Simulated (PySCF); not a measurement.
## Exercise with solution: entropy of an ideal gas

SiH₂Cl₂, SMILES [SiH2](Cl)Cl.

Coordinates come from a B3LYP-D3(BJ)/def2-TZVP optimisation. The isomer is the one that the SMILES or the coordinates give; other isomers of the formula were not compared.

B3LYP-D3(BJ)/def2-TZVP in PySCF gives the harmonic wavenumbers 185, 515, 574, 597, 712, 880, 962, 2276, 2291 cm⁻¹ and the rotational temperatures 0.6699, 0.1191, 0.1037 K. The molar mass is 101.00 g/mol, the symmetry number 2, the spin multiplicity 1.

**Question.** Work out the entropy at 298.15 K and 1 atm in the rigid-rotor, harmonic-oscillator model.

**Answer.** 
Translation (Sackur–Tetrode at 1 atm): S = R[1.5 ln M + 2.5 ln T − 1.16487] = 166.3 J/(mol K).
Rotation: q = (√π/σ) T^1.5/√(θA θB θC) = 50200, S = R[ln q + 3/2] = 102.5 J/(mol K).
Vibration: with u = 1.4388 ν/T, each mode gives R[u/(e^u − 1) − ln(1 − e^−u)]:
```csv
ν (cm⁻¹),modes,u,S (J/(mol K))
185,1,0.89,9.53
515,1,2.49,2.60
574,1,2.77,2.08
597,1,2.88,1.90
712,1,3.44,1.22
880,1,4.25,0.63
962,1,4.64,0.46
```
The stiffer modes add less than 0.005 each. Sum 18.4 J/(mol K).
Spin: R ln 1 = 0.0 J/(mol K).
Total 287.2 J/(mol K); the program's own thermochemistry gives 287.2. Translation makes up 58 % and vibration 6 %. Anharmonicity, hindered rotation and orbital degeneracy are left out.
